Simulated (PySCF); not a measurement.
Gas-phase reaction: Ge₃H₈ + Ge₂O₂ → 4 GeH₂ + GeO₂

Energies from PySCF, thermal terms from the rigid-rotor harmonic-oscillator model, ideal gas at 1 bar. † marks an energy on the PBE0/def2-TZVP geometry and frequencies; other levels use their own. CCSD(T) freezes the core. All species are closed-shell singlets. Ge: all electrons, no relativistic terms. Ge₂O₂, GeH₂, GeO₂: computed as isolated molecules; such fragments, hydroxides, amides, oligomers or adducts are transient or little studied in the gas. CCSD(T) isn't extrapolated to the basis-set limit. The harmonic model lacks anharmonicity and excited electronic states, which grow with temperature; levels with a mode under 35 cm⁻¹ are left out. Internal rotation in Ge₃H₈ is treated as a harmonic vibration of one conformer, which makes the entropy rough. Warning, large T1 diagnostic: GeO₂ (CCSD(T)/def2-SVP†).

```
level               ΔE electronic, kJ  ΔH°(298 K), kJ  ΔS°(298 K), J/K  ΔG°(800 K), kJ
------------------  -----------------  --------------  ---------------  --------------
CCSD(T)/def2-SVP†                 992             953              442             605
M06-2X/def2-TZVP†                1049            1011              442             663
PBE/def2-SVP                     1010             973              436             629
LDA/def2-TZVP†                   1150            1112              442             764
ωB97X-V/def2-TZVP†               1066            1028              442             679
```
ΔH° is lowest at CCSD(T)/def2-SVP† and highest at LDA/def2-TZVP†. No reference value is set beside these.
